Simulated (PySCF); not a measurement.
# Worked example: refractive index and permittivity of the vapour

C2H5OS, SMILES CS(=O)[CH2], multiplicity 2.

Coordinates come from a B3LYP-D3(BJ)/def2-SVP optimisation. The isomer is the one that the SMILES or the coordinates give; other isomers of the formula were not compared.

B3LYP/def2-TZVP (PySCF) gives a mean static polarisability of 50.6 bohr³ and a dipole moment of 3.76 D. Take an ideal gas at 298.15 K and 0.01 bar, whether or not the substance is that volatile.

### Question
Work out n − 1 in the optical limit and the static ε − 1.

### Answer

Polarisability volume α' = 50.6 × 0.148185 = 7.50 Å³. Number density N = p/kT = 2.43e-7 Å⁻³.
Dilute limit of Lorentz–Lorenz: n − 1 = 2π N α' = 1.1e-5.
Orientation term of Debye: μ²/(3kT) = 8.098 Å³ × μ²(D²) = 114.48 Å³.
ε − 1 = 4π N (α' + μ²/3kT) = 0.00037. Orientation of the dipole supplies 94 % of the static response; it can't follow optical fields. Vibrational polarisation and dispersion are left out.
